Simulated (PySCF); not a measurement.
CdI, charge +1. Atoms are numbered in the order given.

```xyz
2

Cd     0.0000     0.0000    -1.3404
I      0.0000     0.0000     1.2139
```
Charge +1, spin multiplicity 1.

Geometry optimised at r2SCAN-D4/def2-TZVP. The multiplicity is an assumed one; other spin states were not compared. The def2 effective core potentials stand for the cores of Cd, I; spin–orbit coupling is left out.

Calculation: PBE0/def2-TZVPD (PySCF).

Mulliken values depend strongly on the basis, most of all with diffuse functions as here. ESP charges are fitted to the potential on shells at 1.4 to 2.0 van der Waals radii. Atomic charges (e):

```csv
atom,ESP fit,Mulliken
Cd1,___,0.84
I2,___,0.16
```

Complete the blanks. (The exact figures need the calculation; the answer reports its results.)


- Cd1, ESP fit: 1.00
- I2, ESP fit: 0.00
